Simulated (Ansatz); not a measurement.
W(O)(NH)(OH)(NH2) (H4N2O2W), SMILES [NH2][W](=[NH])([OH])=[O], multiplicity 1.

Coordinates come from a PBE0-D3(BJ)/def2-SVP optimisation. The spin state was assumed, not searched. The structure was generated by enumeration; whether it is a known compound was not checked. The def2 effective core potentials stand for the cores of W; spin–orbit coupling is left out. The values are those of a single conformer.

Two levels are set side by side: PBE/def2-SVPD (Ansatz, a first-principles code) and CAM-B3LYP/def2-SVPD (Ansatz). Energy differences of separate SCF runs at the same geometry; the states with an electron removed or added have multiplicity 2 and 2. Differences are taken from unrounded values.

```json
[
 {"quantity": "vertical ionisation energy (eV)", "CAM-B3LYP": "10.09", "PBE": "9.53", "PBE minus CAM-B3LYP": "-0.56"},
 {"quantity": "vertical singlet–triplet gap (eV)", "CAM-B3LYP": "4.44", "PBE": "4.50", "PBE minus CAM-B3LYP": "0.05"}
]
```
